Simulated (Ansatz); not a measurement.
Ansatz (a first-principles code) input (HF/6-31G* with LANL2DZ past Ar): The .json file joins the Basis Set Exchange's 6-31G* for atoms up to Ar and LANL2DZ past it.

Ansatz 0.2 input:
```yaml
crystal:
  periodic: [false, false, false]
  atoms:
    - {symbol: C, position_ang: [0.52746139, 1.60770162, 1.52079551]}
    - {symbol: Si, position_ang: [0.31149231, -0.10435419, 0.77879575]}
    - {symbol: C, position_ang: [-0.93687413, -1.12706450, 1.74003778]}
    - {symbol: C, position_ang: [1.95403693, -0.99810739, 0.60104934]}
    - {symbol: Br, position_ang: [-0.53332114, 0.17866989, -1.33341408]}
    - {symbol: H, position_ang: [-0.41750055, 2.13854716, 1.57836743]}
    - {symbol: H, position_ang: [0.92832057, 1.53100078, 2.52954776]}
    - {symbol: H, position_ang: [1.21393830, 2.21132202, 0.93559775]}
    - {symbol: H, position_ang: [-1.89860475, -0.62753584, 1.80012033]}
    - {symbol: H, position_ang: [-1.09353994, -2.09808196, 1.28107647]}
    - {symbol: H, position_ang: [-0.58327695, -1.29203099, 2.75586616]}
    - {symbol: H, position_ang: [2.40093941, -1.15891174, 1.58011642]}
    - {symbol: H, position_ang: [1.83047609, -1.96764811, 0.12904502]}
    - {symbol: H, position_ang: [2.65685013, -0.42432713, 0.00531920]}
basis:
  gaussian:
    orbitals: 6-31Gs+LANL2DZ.json
hamiltonian:
  xc: {name: HF}
phonons: {temperatures: {t_min: 298.15, t_max: 298.15, t_step: 100}}
```

Output:

```
Functional definition: HF
integrals: 0.04 GiB planned
1113 factors; integrals over basis functions are off by at most 4.6e-4 eV
mean field: 0.27 GiB planned
mean field evaluation 1: about -11447.1556 eV, gradient 3.1e1 eV
mean field evaluation 2: about -11447.2265 eV, gradient 3.1e1 eV
mean field evaluation 4: about -11449.8562 eV, gradient 2.6e0 eV
mean field evaluation 8: about -11449.8820 eV, gradient 7.9e-2 eV
mean field -11449.88201940 eV, -420.7754032041 hartree, gradient 3.1e-5 eV, S^2 0.000000; 0 other end points of the search recorded, 0 dependent functions left out
the calculation of the forces begins
reference -11449.88201940 eV, -420.7754032041 hartree; 24, 24 occupied and 66, 66 virtual orbitals, 1113 factors
these checks for a lower state are left out or cut short: stability, starts, cluster_reference, orbital_swaps, neighbouring_geometries, increment
integrals: 0.04 GiB planned
1113 factors; integrals over basis functions are off by at most 4.6e-4 eV
mean field: 0.27 GiB planned
mean field evaluation 16: about -11449.8819 eV, gradient 5.8e-5 eV
mean field -11449.88185397 eV, -420.7753971249 hartree, gradient 1.5e-6 eV, S^2 0.000000; 0 other end points of the search recorded, 0 dependent functions left out
the calculation of the forces begins
reference -11449.88185397 eV, -420.7753971249 hartree; 24, 24 occupied and 66, 66 virtual orbitals, 1113 factors
these checks for a lower state are left out or cut short: stability, starts, cluster_reference, orbital_swaps, neighbouring_geometries, increment
integrals: 0.04 GiB planned
1113 factors; integrals over basis functions are off by at most 4.6e-4 eV
mean field: 0.27 GiB planned
mean field -11449.88185341 eV, -420.7753971042 hartree, gradient 1.5e-6 eV, S^2 0.000000; 0 other end points of the search recorded, 0 dependent functions left out
the calculation of the forces begins
reference -11449.88185341 eV, -420.7753971042 hartree; 24, 24 occupied and 66, 66 virtual orbitals, 1113 factors
these checks for a lower state are left out or cut short: stability, starts, cluster_reference, orbital_swaps, neighbouring_geometries, increment
integrals: 0.04 GiB planned
1113 factors; integrals over basis functions are off by at most 4.6e-4 eV
mean field: 0.27 GiB planned
mean field evaluation 32: about -11449.8819 eV, gradient 2.4e-6 eV
mean field -11449.88186261 eV, -420.7753974423 hartree, gradient 2.5e-6 eV, S^2 0.000000; 0 other end points of the search recorded, 0 dependent functions left out
the calculation of the forces begins
reference -11449.88186261 eV, -420.7753974423 hartree; 24, 24 occupied and 66, 66 virtual orbitals, 1113 factors
these checks for a lower state are left out or cut short: stability, starts, cluster_reference, orbital_swaps, neighbouring_geometries, increment
integrals: 0.04 GiB planned
1113 factors; integrals over basis functions are off by at most 4.6e-4 eV
mean field: 0.27 GiB planned
mean field -11449.88185168 eV, -420.7753970407 hartree, gradient 2.7e-6 eV, S^2 0.000000; 0 other end points of the search recorded, 0 dependent functions left out
the calculation of the forces begins
reference -11449.88185168 eV, -420.7753970407 hartree; 24, 24 occupied and 66, 66 virtual orbitals, 1113 factors
these checks for a lower state are left out or cut short: stability, starts, cluster_reference, orbital_swaps, neighbouring_geometries, increment
integrals: 0.04 GiB planned
1113 factors; integrals over basis functions are off by at most 4.6e-4 eV
mean field: 0.27 GiB planned
mean field -11449.88193433 eV, -420.7754000780 hartree, gradient 2.4e-6 eV, S^2 0.000000; 0 other end points of the search recorded, 0 dependent functions left out
the calculation of the forces begins
reference -11449.88193433 eV, -420.7754000780 hartree; 24, 24 occupied and 66, 66 virtual orbitals, 1113 factors
these checks for a lower state are left out or cut short: stability, starts, cluster_reference, orbital_swaps, neighbouring_geometries, increment
integrals: 0.04 GiB planned
1113 factors; integrals over basis functions are off by at most 4.6e-4 eV
mean field: 0.27 GiB planned
mean field -11449.88194021 eV, -420.7754002940 hartree, gradient 2.4e-6 eV, S^2 0.000000; 0 other end points of the search recorded, 0 dependent functions left out
the calculation of the forces begins
reference -11449.88194021 eV, -420.7754002940 hartree; 24, 24 occupied and 66, 66 virtual orbitals, 1113 factors
these checks for a lower state are left out or cut short: stability, starts, cluster_reference, orbital_swaps, neighbouring_geometries, increment
integrals: 0.04 GiB planned
1113 factors; integrals over basis functions are off by at most 4.6e-4 eV
mean field: 0.27 GiB planned
mean field -11449.88190632 eV, -420.7753990485 hartree, gradient 1.7e-6 eV, S^2 0.000000; 0 other end points of the search recorded, 0 dependent functions left out
[...]
mean field: 0.27 GiB planned
mean field -11449.88200207 eV, -420.7754025673 hartree, gradient 2.9e-6 eV, S^2 0.000000; 0 other end points of the search recorded, 0 dependent functions left out
the calculation of the forces begins
reference -11449.88200207 eV, -420.7754025673 hartree; 24, 24 occupied and 66, 66 virtual orbitals, 1113 factors
these checks for a lower state are left out or cut short: stability, starts, cluster_reference, orbital_swaps, neighbouring_geometries, increment
integrals: 0.04 GiB planned
1113 factors; integrals over basis functions are off by at most 4.6e-4 eV
mean field: 0.27 GiB planned
mean field -11449.88200212 eV, -420.7754025691 hartree, gradient 2.9e-6 eV, S^2 0.000000; 0 other end points of the search recorded, 0 dependent functions left out
the calculation of the forces begins
reference -11449.88200212 eV, -420.7754025691 hartree; 24, 24 occupied and 66, 66 virtual orbitals, 1113 factors
these checks for a lower state are left out or cut short: stability, starts, cluster_reference, orbital_swaps, neighbouring_geometries, increment
integrals: 0.04 GiB planned
1113 factors; integrals over basis functions are off by at most 4.6e-4 eV
mean field: 0.27 GiB planned
mean field -11449.88192493 eV, -420.7753997324 hartree, gradient 2.1e-6 eV, S^2 0.000000; 0 other end points of the search recorded, 0 dependent functions left out
the calculation of the forces begins
reference -11449.88192493 eV, -420.7753997324 hartree; 24, 24 occupied and 66, 66 virtual orbitals, 1113 factors
these checks for a lower state are left out or cut short: stability, starts, cluster_reference, orbital_swaps, neighbouring_geometries, increment
integrals: 0.04 GiB planned
1113 factors; integrals over basis functions are off by at most 4.6e-4 eV
mean field: 0.27 GiB planned
mean field -11449.88192559 eV, -420.7753997567 hartree, gradient 2.1e-6 eV, S^2 0.000000; 0 other end points of the search recorded, 0 dependent functions left out
the calculation of the forces begins
reference -11449.88192559 eV, -420.7753997567 hartree; 24, 24 occupied and 66, 66 virtual orbitals, 1113 factors
these checks for a lower state are left out or cut short: stability, starts, cluster_reference, orbital_swaps, neighbouring_geometries, increment
integrals: 0.04 GiB planned
1113 factors; integrals over basis functions are off by at most 4.6e-4 eV
mean field: 0.27 GiB planned
mean field evaluation 256: about -11449.7943 eV, gradient 3.6e-1 eV
mean field -11449.88198621 eV, -420.7754019843 hartree, gradient 1.2e-6 eV, S^2 0.000000; 0 other end points of the search recorded, 0 dependent functions left out
the calculation of the forces begins
reference -11449.88198621 eV, -420.7754019843 hartree; 24, 24 occupied and 66, 66 virtual orbitals, 1113 factors
these checks for a lower state are left out or cut short: stability, starts, cluster_reference, orbital_swaps, neighbouring_geometries, increment
integrals: 0.04 GiB planned
1113 factors; integrals over basis functions are off by at most 4.6e-4 eV
mean field: 0.27 GiB planned
mean field -11449.88198632 eV, -420.7754019885 hartree, gradient 1.2e-6 eV, S^2 0.000000; 0 other end points of the search recorded, 0 dependent functions left out
the calculation of the forces begins
reference -11449.88198632 eV, -420.7754019885 hartree; 24, 24 occupied and 66, 66 virtual orbitals, 1113 factors
these checks for a lower state are left out or cut short: stability, starts, cluster_reference, orbital_swaps, neighbouring_geometries, increment
integrals: 0.04 GiB planned
1113 factors; integrals over basis functions are off by at most 4.6e-4 eV
mean field: 0.27 GiB planned
mean field -11449.88199256 eV, -420.7754022178 hartree, gradient 1.2e-6 eV, S^2 0.000000; 0 other end points of the search recorded, 0 dependent functions left out
the calculation of the forces begins
reference -11449.88199256 eV, -420.7754022178 hartree; 24, 24 occupied and 66, 66 virtual orbitals, 1113 factors
these checks for a lower state are left out or cut short: stability, starts, cluster_reference, orbital_swaps, neighbouring_geometries, increment
integrals: 0.04 GiB planned
1113 factors; integrals over basis functions are off by at most 4.6e-4 eV
mean field: 0.27 GiB planned
mean field -11449.88199591 eV, -420.7754023410 hartree, gradient 1.2e-6 eV, S^2 0.000000; 0 other end points of the search recorded, 0 dependent functions left out
the calculation of the forces begins
reference -11449.88199591 eV, -420.7754023410 hartree; 24, 24 occupied and 66, 66 virtual orbitals, 1113 factors
these checks for a lower state are left out or cut short: stability, starts, cluster_reference, orbital_swaps, neighbouring_geometries, increment
integrals: 0.04 GiB planned
1113 factors; integrals over basis functions are off by at most 4.6e-4 eV
mean field: 0.27 GiB planned
mean field -11449.88200054 eV, -420.7754025112 hartree, gradient 2.9e-6 eV, S^2 0.000000; 0 other end points of the search recorded, 0 dependent functions left out
the calculation of the forces begins
reference -11449.88200054 eV, -420.7754025112 hartree; 24, 24 occupied and 66, 66 virtual orbitals, 1113 factors
these checks for a lower state are left out or cut short: stability, starts, cluster_reference, orbital_swaps, neighbouring_geometries, increment
integrals: 0.04 GiB planned
1113 factors; integrals over basis functions are off by at most 4.6e-4 eV
mean field: 0.27 GiB planned
mean field evaluation 288: about -11449.8820 eV, gradient 8.4e-6 eV
mean field -11449.88200326 eV, -420.7754026111 hartree, gradient 2.9e-6 eV, S^2 0.000000; 0 other end points of the search recorded, 0 dependent functions left out
the calculation of the forces begins
reference -11449.88200326 eV, -420.7754026111 hartree; 24, 24 occupied and 66, 66 virtual orbitals, 1113 factors
these checks for a lower state are left out or cut short: stability, starts, cluster_reference, orbital_swaps, neighbouring_geometries, increment
integrals: 0.04 GiB planned
1113 factors; integrals over basis functions are off by at most 4.6e-4 eV
mean field: 0.27 GiB planned
mean field -11449.88192196 eV, -420.7753996235 hartree, gradient 2.1e-6 eV, S^2 0.000000; 0 other end points of the search recorded, 0 dependent functions left out
the calculation of the forces begins
reference -11449.88192196 eV, -420.7753996235 hartree; 24, 24 occupied and 66, 66 virtual orbitals, 1113 factors
these checks for a lower state are left out or cut short: stability, starts, cluster_reference, orbital_swaps, neighbouring_geometries, increment
integrals: 0.04 GiB planned
1113 factors; integrals over basis functions are off by at most 4.6e-4 eV
mean field: 0.27 GiB planned
mean field -11449.88191840 eV, -420.7753994924 hartree, gradient 2.2e-6 eV, S^2 0.000000; 0 other end points of the search recorded, 0 dependent functions left out
the calculation of the forces begins
reference -11449.88191840 eV, -420.7753994924 hartree; 24, 24 occupied and 66, 66 virtual orbitals, 1113 factors
Total energy: -11449.88201940 eV, -420.7754032041 hartree
Atom 0 at     0.527461     1.607702     1.520796 Å, force     0.000249    -0.002813     0.000314 eV/Å
Atom 1 at     0.311492    -0.104354     0.778796 Å, force    -0.000462     0.000155    -0.001155 eV/Å
Atom 2 at    -0.936874    -1.127064     1.740038 Å, force     0.002489     0.001370    -0.000021 eV/Å
Atom 3 at     1.954037    -0.998107     0.601049 Å, force    -0.001933     0.001173     0.001721 eV/Å
Atom 4 at    -0.533321     0.178670    -1.333414 Å, force    -0.000628     0.000210    -0.001571 eV/Å
Atom 5 at    -0.417501     2.138547     1.578367 Å, force    -0.000007     0.000008    -0.000037 eV/Å
Atom 6 at     0.928321     1.531001     2.529548 Å, force     0.000129     0.000915     0.000431 eV/Å
Atom 7 at     1.213938     2.211322     0.935598 Å, force    -0.000021     0.000007    -0.000031 eV/Å
Atom 8 at    -1.898605    -0.627536     1.800120 Å, force    -0.000012    -0.000003    -0.000036 eV/Å
Atom 9 at    -1.093540    -2.098082     1.281076 Å, force    -0.000019     0.000010    -0.000031 eV/Å
Atom 10 at    -0.583277    -1.292031     2.755866 Å, force    -0.000657    -0.000553     0.000549 eV/Å
Atom 11 at     2.400939    -1.158912     1.580116 Å, force     0.000895    -0.000484    -0.000063 eV/Å
Atom 12 at     1.830476    -1.967648     0.129045 Å, force    -0.000008     0.000010    -0.000036 eV/Å
Atom 13 at     2.656850    -0.424327     0.005319 Å, force    -0.000015    -0.000003    -0.000035 eV/Å
Dipole moment:     0.272334    -0.091236     0.680892 e Å
Vibrations: 157.50 167.94 167.95 175.06 175.08 213.00 234.76 234.78 376.69 652.31 746.74 746.74 771.30 848.16 848.17 960.26 961.56 961.56 1457.70 1457.70 1466.81 1591.00 1596.94 1596.94 1603.64 1603.64 1613.44 3190.65 3190.65 3193.41 3259.26 3259.26 3261.90 3279.54 3280.92 3280.92 cm⁻¹, zero-point energy 3.259784 eV
```

The blocks after the first are displaced geometries, from whose forces the wavenumbers follow.
